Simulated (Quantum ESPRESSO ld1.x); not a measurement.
The numbers below are computed, except where a source is named.
Si III, configuration [Ne] 3s1 4s1 (not the ground configuration).

Level of theory: scalar-relativistic Kohn-Sham, LDA (Slater exchange, VWN5 correlation), spin-polarised, spherical densities, point nucleus; open shells are filled with parallel spins first (ld1.x of Quantum ESPRESSO 7.5).

Energy parts (eV):
part                     energy
total                  -7816.61
kinetic                 7829.99
electron-nucleus      -18369.70
Hartree                 3237.84
exchange-correlation    -514.73

Orbitals (lengths in bohr, moments of r in powers of bohr; <r^-3> diverges for s and p1/2; r(90%) holds 90 % of the orbital's charge):
orbital  occ.  eigenvalue (eV)  r(90%)      <r^4>     <r>  <r^-3>
1s up       1         -1808.42   0.200  0.0007290  0.1116       -
1s down     1         -1808.16   0.200  0.0007290  0.1116       -
2s up       1         -167.656   0.897     0.2770  0.5691       -
2s down     1         -167.313   0.895     0.2734  0.5682       -
2p up       3         -124.592   0.901     0.2914  0.5360   48.64
2p down     3         -124.234   0.897     0.2848  0.5344   48.78
3s up       1         -33.8246    2.78      25.10   1.868       -
3s down     0         -31.2865    2.81      26.28   1.880       -
4s up       1         -12.6622    6.06      587.1   4.271       -
4s down     0         -11.3752    6.36      706.6   4.458       -

The highest occupied level is 4s up at -12.662 eV. The configuration is held as typed, so some empty levels lie below it. Summed over all electrons, <r^2> = 27.42 bohr^2, which gives a Langevin (diamagnetic) susceptibility term of -21.7 x 10^-6 cm^3/mol. Spin moment in Bohr magnetons: 2. The density falls to 0.001 e/bohr^3 at r = 4.76 bohr.
